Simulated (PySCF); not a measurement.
# Spinor energies of Al⁹⁺ (aluminium, charge +9)

Start: [He] 2s2. Calculated with PySCF 2.14 in an even-tempered Gaussian basis (17 s from 1.2 bohr⁻², ratio 2.4; 10 p from 1.6 bohr⁻², ratio 2.4; 5 d from 5.4 bohr⁻², ratio 2.6; 5 f from 8.1 bohr⁻², ratio 2.6): generalised Hartree-Fock with the X2C-1e Hamiltonian and a Gaussian nucleus; one run each with spin-orbit coupling (SO) switched off, then screened by Boettger's factors.

| spinor shell | electrons | ε, spin-free (eV) | ε, screened SO (eV) | weight of nominal j (screened SO) | rms radius, screened SO (bohr) |
| --- | --- | --- | --- | --- | --- |
| 1s1/2 | 2 | -1962.0 | -1962.0 | 1.000 | 0.137 |
| 2s1/2 | 2 | -394.64 | -394.64 | 1.000 | 0.565 |

| quantity | spin-free | screened SO |
| --- | --- | --- |
| E (hartree) | -192.06049 | -192.06049 |
| M_J | 0 | 0 |
| ⟨J²⟩ | 0.000 | 0.000 |
| ⟨L²⟩ | 0.000 | 0.000 |
| ⟨S²⟩ | 0.000 | 0.000 |

Without spin-orbit coupling the j labels of p, d and f shells carry no meaning; the spin-free column gives the mean over the occupied spinors of each nl shell.
